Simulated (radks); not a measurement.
The numbers below are computed, except where a source is named.
Neutral tungsten inside a hard spherical wall (all orbitals vanish at R), configuration held at [Xe] 4f14 5d4 6s2 and not refilled when levels cross. Level of theory: scalar-relativistic Kohn-Sham, PBE, spin-polarised, spherical densities, finite nucleus; open shells are filled with parallel spins first (spin-orbit coupling, left out, can overturn this in heavy ions); Fermi nuclear charge, rms radius 5.3658 fm (a radial shooting solver on a logarithmic mesh with Libxc functionals). Eigenvalues in eV for spin up, with the zero of energy where the potential of the charges vanishes at infinity; a dash marks a level that is unbound or too diffuse for the functional's potential to be trusted. A positive occupied level is held by the wall or, in an anion where self-interaction has pushed it up, behind a barrier. The pressure on the wall is -dE/dV.

R (bohr) = free: E (hartree) -16140.0734; kinetic (hartree) 17777.573; e(5p) -43.803; e(4f) -32.983; e(6s) -6.240; e(5d) -5.307; e(6p, empty) -1.589; e(7s, empty) -; pressure (GPa) 0
R (bohr) = 10: E (hartree) -16140.0730; kinetic (hartree) 17777.578; e(5p) -43.768; e(4f) -32.948; e(6s) -6.212; e(5d) -5.274; e(6p, empty) -1.471; e(7s, empty) 1.554; pressure (GPa) 0.0124
R (bohr) = 7: E (hartree) -16140.0581; kinetic (hartree) 17777.689; e(5p) -43.221; e(4f) -32.391; e(6s) -5.751; e(5d) -4.784; e(6p, empty) -0.453; e(7s, empty) 6.756; pressure (GPa) 0.863
R (bohr) = 4: E (hartree) -16139.4550; kinetic (hartree) 17780.376; e(5p) -36.397; e(4f) -24.888; e(6s) 3.057; e(5d) 1.756; e(6p, empty) 13.164; e(7s, empty) 48.287; pressure (GPa) 122
R (bohr) = 3.5: E (hartree) -16138.8307; kinetic (hartree) 17782.794; e(5p) -32.598; e(4f) -20.428; e(6s) 10.272; e(5d) 6.004; e(6p, empty) 23.301; e(7s, empty) 74.023; pressure (GPa) 344
R (bohr) = 3: E (hartree) -16137.4062; kinetic (hartree) 17788.169; e(5p) -26.369; e(4f) -12.935; e(6s) 24.896; e(5d) 13.689; e(6p, empty) 42.767; e(7s, empty) 119.52; pressure (GPa) 1120
R (bohr) = 2: E (hartree) -16122.2869; kinetic (hartree) 17841.833; e(5p) 13.743; e(4f) 30.458; e(6s) 141.11; e(5d) 66.837; e(6p, empty) 180.18; e(7s, empty) 399.74; pressure (GPa) 23400
R (bohr) = 1.5: E (hartree) -16077.5463; kinetic (hartree) 17985.251; e(5p) 104.00; e(4f) 103.10; e(6s) 391.88; e(5d) 180.38; e(6p, empty) 454.08; e(7s, empty) 905.62; pressure (GPa) 183000
